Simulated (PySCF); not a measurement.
hexachlorodisilane (Cl$_{6}$Si$_{2}$), singlet, geometry from GFN2-xTB. Base run: M062X/STO-3G run with PySCF.

Here is a job for PySCF.
```python
from pyscf import gto, scf, dft

mol = gto.M(
    atom='''
Cl    2.10500227   -0.48858342   -1.56076457
Si    1.15002808   -0.11759071    0.17786792
Cl    1.92269327    1.56678871    0.97681015
Cl    1.52221827   -1.64568561    1.44232616
Si   -1.15002808    0.11759071   -0.17786792
Cl   -1.52391777    1.66420617   -1.41909364
Cl   -1.91738160   -1.55604237   -1.00404894
Cl   -2.10861444    0.45931652    1.56477085
''',
    basis='sto-3g',
    verbose=4,
)

mf = dft.RKS(mol)
mf.xc = 'm062x'
mf.kernel()
mf.analyze()
```

The base run was repeated with changes; each row names its change, and settings that it needs were set with it.

| change | ΔE vs base (mEh) | fitting functions |
|---|---|---|
| base | 0.000 | - |
| auxbasis = def2-tzvp-ri | -85.239 | 904 |
| auxbasis = default (with mf = mf.density_fit()) | -3.936 | 1024 |
| auxbasis = def2-svp-ri | -1926.1 | 496 |
| only_dfj = on; auxbasis = def2-universal-jfit | -11.121 | 408 |
| auxbasis = cc-pvtz-ri | -15.629 | 976 |
| auxbasis = def2-universal-jkfit | -3.936 | 1024 |
| auxbasis = even-tempered beta=2.0 | 1.366 | 656 |
| auxbasis = even-tempered beta=3.0 | -60.973 | 408 |
| auxbasis = cc-pvdz-jkfit | -0.328 | 896 |

A fitting set is made for a task (jfit for Coulomb, jkfit for Coulomb and exchange, ri for correlation) and for a family of orbital bases.
